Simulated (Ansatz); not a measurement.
Born–Oppenheimer molecular dynamics of Cl₃FGe (5 atoms, charge 0, multiplicity 1). It goes on from the last frame of an earlier run, with new velocities.

Level of theory: RKS PBE-D4/def2-SVP (Ansatz 0.2.0).

```json
{
  "ensemble": "NVE (velocity Verlet)",
  "time step": "2 fs",
  "steps asked": "150",
  "starting velocities drawn for": "500 K",
  "seed": "850785"
}
```

First frame:

```xyz
5
Properties=species:S:1:pos:R:3
Ge -0.033 0.005 -0.063
F -0.015 0.080 1.669
Cl 2.030 -0.031 -0.737
Cl -0.988 1.768 -0.680
Cl -0.964 -1.791 -0.728
```

Task: What does the run give?

Result: All steps were run.

| Item | Value |
| --- | --- |
| steps done | 150 |
| time covered | 300 fs |
| mean temperature over the second half | 313 K |
| spread of the potential energy over the second half | 7.9 meV per atom |
| mean potential energy of the second half above the start | 14.6 meV per atom |

The conserved energy stayed within 0.13 meV per atom of its start (net change 0.023 meV per atom), so the integration is sound. A run of 0.3 ps of so small a system gives no equilibrium averages.

Task: What happens to the structure?

Result: The same pairs are bonded in the first frame and the last. Pairs count as bonded within 1.25 times the sum of covalent radii (0.12 Å more for H–H). The details hang on the random start.

Task: How do temperature and energy run in time?

Result: 
| time (fs) | T (K) | potential energy less start (eV) | conserved less start (meV/atom) |
| --- | --- | --- | --- |
| 0 | 500 | 0.000 | 0.00 |
| 24 | 299 | 0.078 | 0.08 |
| 48 | 417 | 0.032 | -0.01 |
| 72 | 125 | 0.146 | 0.10 |
| 96 | 255 | 0.095 | 0.05 |
| 120 | 264 | 0.092 | 0.07 |
| 144 | 382 | 0.046 | 0.07 |
| 168 | 463 | 0.015 | 0.03 |
| 192 | 182 | 0.124 | 0.09 |
| 216 | 239 | 0.101 | 0.05 |
| 240 | 203 | 0.116 | 0.10 |
| 264 | 468 | 0.012 | 0.03 |
| 288 | 273 | 0.089 | 0.11 |

Run time: 3.8 min on 2 threads of Arm Neoverse V1 (shared host), peak memory 0.13 GiB.
